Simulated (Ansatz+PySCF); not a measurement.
A calculation with PySCF 2.14.0.

```python
from pyscf import gto, scf

mol = gto.M(atom="""
H 0.000000 0.000000 0.000000
H 0.000000 0.000000 1.800000
H 0.000000 0.000000 3.600000
H 0.000000 0.000000 5.400000
H 0.000000 0.000000 7.200000
H 0.000000 0.000000 9.000000
H 0.000000 0.000000 10.800000
H 0.000000 0.000000 12.600000
""", basis='cc-pvdz', charge=0, spin=0)
mf = scf.RHF(mol)
mf.init_guess = '1e'
mf.kernel()
while True:  # follow internal instabilities
    mo, _, stable, _ = mf.stability(return_status=True)
    if stable: break
    mf.kernel(mf.make_rdm1(mo, mf.mo_occ))
print(mf.converged, mf.e_tot, mf.spin_square()[0])
```

The script is written out from the run's settings.

The run gave:

```json
{"Converged": "yes", "Total energy": "-3.81779 hartree", "Spin squared of the determinant": "0.000"}
```

Caution: an unrestricted determinant lies well below.
